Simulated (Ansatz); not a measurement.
Born–Oppenheimer molecular dynamics of FGeH$_{5}$O$_{4}$ (11 atoms, charge 0, multiplicity 1). It starts at the highest image of a converged band, a first-order saddle point between two minima.

Theory: RKS PBE-D4/def2-SVP in Ansatz.

```json
{"ensemble": "NVE (velocity Verlet)", "time step": "0.5 fs", "steps asked": "200", "starting velocities drawn for": "100 K", "seed": "6049"}
```

First frame:

```xyz
11
Properties=species:S:1:pos:R:3
Ge 0.192 0.242 -0.065
F -0.566 0.141 1.963
O 1.732 -0.026 -0.946
H 1.698 -0.926 -1.323
O -0.901 1.441 -0.779
H -1.663 0.965 -1.162
O -0.484 -1.419 -0.156
H -0.982 -1.563 0.673
O 1.098 1.419 1.176
H 2.037 1.147 1.216
H 0.350 0.881 1.945
```

(1) How far do the bonds stretch over the last three quarters of this one trajectory? (Pairs bonded in most of those frames.)

Results:

(1) 
```
  bond  mean (Å)  spread (Å)  shortest  longest
Ge1–F2     1.840       0.104      1.71     2.08
Ge1–O3     1.796       0.016      1.77     1.83
Ge1–O5     1.772       0.005      1.76     1.78
Ge1–O7     1.802       0.019      1.77     1.83
 O3–H4     0.978       0.003      0.97     0.98
 O5–H6     0.977       0.009      0.96     0.99
 O7–H8     0.977       0.008      0.96     0.99
O9–H10     0.981       0.008      0.97     1.00
O9–H11     0.990       0.028      0.94     1.06
```

Pairs bonded in part of these frames only: Ge1–O9 46 %.

Mean temperature of the second half: 387 K. The conserved energy stayed within 0.049 meV per atom of its start (net change -0.0076 meV per atom), so the integration is sound. The kinetic energy rose, since the run started high on the potential surface and went downhill. It ends in pieces (FGeH3O3 + H2O), so much of that is their flight and rotation, not heat. A run of 0.1 ps of so small a system gives no equilibrium averages. The orbitals stay closed-shell, which can raise the energy where a bond breaks towards radicals; this wasn't checked here.

Time of the run: 5 min on 4 threads of Arm Neoverse V1, on a shared host, peak memory 0.19 GiB.
